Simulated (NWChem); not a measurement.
# C₄H₇N; SMILES CCCC#N

```xyz
12

C      0.0061     2.3026     0.0000
C     -0.5234     0.8784     0.0000
C      0.6052    -0.1571     0.0000
C      0.1265    -1.5345     0.0000
N     -0.2713    -2.6214     0.0000
H     -0.8183     3.0305     0.0000
H      0.6259     2.5023     0.8886
H      0.6259     2.5023    -0.8886
H     -1.1638     0.7092    -0.8807
H     -1.1638     0.7092     0.8807
H      1.2529    -0.0202     0.8826
H      1.2529    -0.0202    -0.8826
```
Atoms are numbered in this order, from 1.

Results from NWChem. Pople sets run with spherical d functions. Coordinates come from a PBE0/def2-SVP optimisation. B3LYP is NWChem's, with the RPA form of VWN correlation.

Q: Taking B3LYP/def2-TZVP as the yardstick, which of these has the fewest basis functions while keeping “dipole (D)” within 0.1 D of it: B3LYP/def2-SVP; B3LYP/6-31G*; B3LYP/3-21G; B3LYP/6-31+G*; B3LYP/def2-SVPD; B3LYP/STO-3G?

A: B3LYP/6-31+G* (a larger set in the list lies outside the tolerance).
```json
[
 {"level": "B3LYP/STO-3G", "basis functions": "32", "dipole (D)": "3.21"},
 {"level": "B3LYP/3-21G", "basis functions": "59", "dipole (D)": "3.80"},
 {"level": "B3LYP/6-31G*", "basis functions": "84", "dipole (D)": "4.03"},
 {"level": "B3LYP/6-31+G*", "basis functions": "104", "dipole (D)": "4.28"},
 {"level": "B3LYP/def2-SVP", "basis functions": "105", "dipole (D)": "3.96"},
 {"level": "B3LYP/def2-SVPD", "basis functions": "156", "dipole (D)": "4.25"},
 {"level": "B3LYP/def2-TZVP", "basis functions": "197", "dipole (D)": "4.24"}
]
```

The yardstick is one finite set, not the basis-set limit.
